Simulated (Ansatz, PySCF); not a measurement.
C4H11BO2 (SMILES CCCB(O)OC), singlet, geometry from GFN2-xTB, with bond 6-5 at 2.4 times its length. Base run: CASSCF(2,3)/STO-3G (PySCF).

The PySCF input:
```python
from pyscf import gto, scf, mcscf
import numpy

mol = gto.Mole()
mol.atom = '''
    B     0.262726    0.817983    0.049341
    O     0.883864    1.946111    0.476183
    H     0.547718    2.773545    0.129092
    O    -0.785413    0.810664   -0.816038
    C    -1.351111    1.974356   -1.371287
    H     0.413605    3.313183   -2.787912
    H    -2.163396    1.658267   -2.026275
    H    -1.757297    2.629340   -0.592785
    C     0.803036   -0.586023    0.585445
    C    -0.131307   -1.769277    0.328048
    C     0.461754   -3.081736    0.826644
    H     1.006624   -0.513069    1.655439
    H     1.767237   -0.792443    0.114109
    H    -1.085096   -1.587138    0.825833
    H    -0.331160   -1.837710   -0.741894
    H     1.402340   -3.291462    0.321635
    H    -0.220169   -3.908407    0.638973
    H     0.653537   -3.031152    1.896457
'''
mol.basis = 'sto-3g'
mol.charge = 0
mol.spin = 0
mol.verbose = 3
mol.build()

mf = scf.RHF(mol)
mf.kernel()
mc = mcscf.CASSCF(mf, 3, 2)
mc.fix_spin_(ss=0.0)
mc.kernel()
occ = numpy.linalg.eigvalsh(mc.fcisolver.make_rdm1(mc.ci, mc.ncas, mc.nelecas))[::-1]
ss = mc.fcisolver.spin_square(mc.ci, mc.ncas, mc.nelecas)[0]
print('natural occupations', occ.round(4), ' <S^2>', round(ss, 4))
```

Programs used: Ansatz (a quantum-chemistry and plane-wave program), PySCF; a row that names a program was run with it.

Variants of this job, named by their change:

```
change                                                ΔE vs base (kcal/mol)                           natural occupations  <S^2> of the state
----------------------------------------------------  ---------------------  --------------------------------------------  ------------------
base                                                                  0.000                                1.29 0.71 0.00                0.00
active space = 10 electrons, 8 orbitals                              -29.04       2.00 1.99 1.99 1.97 1.30 0.70 0.03 0.01                0.00
solver = newton                                                       0.000                                1.29 0.71 0.00                0.00
start = MP2 natural orbitals                                          0.000                                1.29 0.71 0.00                0.00
code = ansatz; correction = SC-NEVPT2, all electrons                 -194.8                                             -                   -
state_average = 2 states                                              0.051                                             -                   -
active space = 2 electrons, 4 orbitals                               -0.004                           1.29 0.71 0.00 0.00                0.00
active space = 10 electrons, 9 orbitals                              -42.16  2.00 1.98 1.98 1.97 1.30 0.70 0.03 0.02 0.02                0.00
conv_tol = 1e-5                                                       0.000                                1.29 0.71 0.00                0.00
active space = 8 electrons, 7 orbitals                               -27.89            1.99 1.99 1.97 1.30 0.70 0.03 0.01                0.00
code = ansatz                                                         0.018                                             -                   -
```

Active orbitals are taken around the Fermi level unless the row says otherwise; CASSCF can end in different local minima, and two programs can end on different orbitals. State-averaged rows give the lowest state.

Ansatz warned in this series: the state or the total is in doubt.
